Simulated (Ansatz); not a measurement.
Born–Oppenheimer molecular dynamics of C$_{3}$H$_{8}$B$_{2}$ (13 atoms, charge 0, multiplicity 1). It starts from a relaxed structure.

The calculation used RKS PBE-D4/STO-3G in Ansatz.

* ensemble: NVE (velocity Verlet)
* time step: 0.5 fs
* steps asked: 203
* starting velocities drawn for: 300 K
* seed: 237774

First frame:

```xyz
13
Properties=species:S:1:pos:R:3
C -1.581 1.048 -0.026
B -0.298 0.609 0.760
B 0.468 -0.084 1.854
C 0.877 -0.262 0.275
C 0.814 -0.904 -1.130
H -2.333 0.233 -0.026
H -1.387 1.318 -1.081
H -2.062 1.915 0.466
H 1.162 -0.381 2.752
H 1.938 -0.331 0.623
H 1.210 -1.941 -1.097
H -0.223 -0.928 -1.510
H 1.436 -0.327 -1.845
```

(1) How far do the bonds stretch over the last three quarters of this one trajectory? (Pairs bonded in most of those frames.)

## Answers

(1) 
```tsv
bond	mean (Å)	spread (Å)	shortest	longest
C1–B2	1.571	0.020	1.53	1.60
C1–H6	1.111	0.018	1.08	1.14
C1–H7	1.109	0.016	1.08	1.14
C1–H8	1.109	0.020	1.07	1.14
B2–B3	1.534	0.024	1.49	1.58
B2–C4	1.517	0.015	1.49	1.55
B3–C4	1.638	0.034	1.59	1.69
B3–H9	1.176	0.019	1.15	1.21
C4–C5	1.545	0.011	1.52	1.56
C4–H10	1.137	0.012	1.12	1.16
C5–H11	1.109	0.020	1.08	1.14
C5–H12	1.109	0.007	1.10	1.12
C5–H13	1.110	0.011	1.09	1.13
```

Mean temperature of the second half: 127 K. The conserved energy stayed within 0.2 meV per atom of its start (net change 0.091 meV per atom), so the integration is sound. The temperature averaged 0.42 of the 300 K drawn at the start: a run that starts near a minimum puts about half its kinetic energy into the potential. A run of 0.1 ps of so small a system gives no equilibrium averages. Limits of this set-up: minimal basis.

The run took 14 min on 1 CPU thread of a shared host.
